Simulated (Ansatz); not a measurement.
Born–Oppenheimer molecular dynamics of a periodic cell of 16 atoms, Cl (contents 8 Cl2, density as packed 1.57 g/cm³ with natural masses). It starts from a partly relaxed structure (largest force component 0.27 eV/Å).

Computed with DFT PBE-D3(BJ), scalar-relativistic, plane waves, PAW in Ansatz 0.2.0. Settings: accuracy low, cutoff 420 eV, k mesh 1x1x1, fermi-dirac smearing 0.02 eV, no spin polarisation.

```json
{
  "ensemble": "NVT, Langevin thermostat",
  "time step": "2 fs",
  "steps asked": "300",
  "set temperature": "1500 K",
  "friction": "0.02 /fs",
  "seed": "282372"
}
```

First frame:

```xyz
16
Lattice="8.4343 0.0000 0.0000 0.0000 8.4343 0.0000 0.0000 0.0000 8.4343" Properties=species:S:1:pos:R:3
Cl 8.004 4.776 7.400
Cl 7.057 3.744 8.809
Cl 1.122 -0.394 2.094
Cl 1.363 -0.195 0.069
Cl 2.806 6.486 5.094
Cl 1.038 7.442 5.168
Cl 5.072 7.870 1.813
Cl 6.202 7.429 0.224
Cl 3.623 2.750 3.672
Cl 3.738 1.421 5.159
Cl 7.385 1.801 4.349
Cl 7.160 1.170 6.256
Cl 2.405 2.902 0.362
Cl 3.072 4.670 1.112
Cl 5.563 5.075 4.456
Cl 6.034 6.919 5.211
```

What does the run give?

The run went to its last step.

```
steps done                                               : 300
time covered                                             : 600 fs
mean temperature over the second half                    : 1684 K
spread of the potential energy over the second half      : 28.9 meV per atom
mean potential energy of the second half above the start : 91.8 meV per atom
```

The mean temperature of the second half is 12 % above the set value. A run of 0.6 ps of so small a system gives no equilibrium averages. Limits of this set-up: coarse k mesh, low accuracy level.

What happens to the structure?

Mean squared displacements from the first frame to the last, about the centre of mass: Cl 2.39 Å². Another seed would give other details.

How do temperature and energy run in time?


```
time (fs)  T (K)  potential energy less start (eV)
      0.0   1406                             0.000
     20.0   1191                             0.183
     40.0   1059                             0.687
     60.0   1197                             0.645
     80.0   1430                             0.895
    100.0   1132                             1.441
    120.0   1498                             1.410
    140.0   1435                             2.141
    160.0   1723                             2.280
    180.0   2299                             2.365
    200.0   1778                             1.977
    220.0   1763                             1.351
    240.0   1850                             2.081
    260.0   2098                             1.924
    280.0   1359                             1.650
    300.0   1222                             1.207
    320.0   1157                             1.259
    340.0   1453                             0.944
    360.0   1528                             1.486
    380.0   1598                             2.100
    400.0   1960                             1.532
    420.0   1956                             1.543
    440.0   1610                             2.002
    460.0   1419                             2.361
    480.0   2098                             1.593
    500.0   1705                             1.948
    520.0   2034                             1.195
    540.0   1863                             1.203
    560.0   1695                             0.918
    580.0   1477                             0.943
    600.0   2213                             1.056
```

The run took 5.3 min on 1 thread of AMD EPYC 9R45 96-Core Processor (Zen 5), with other jobs on the host, peak memory 0.57 GiB.
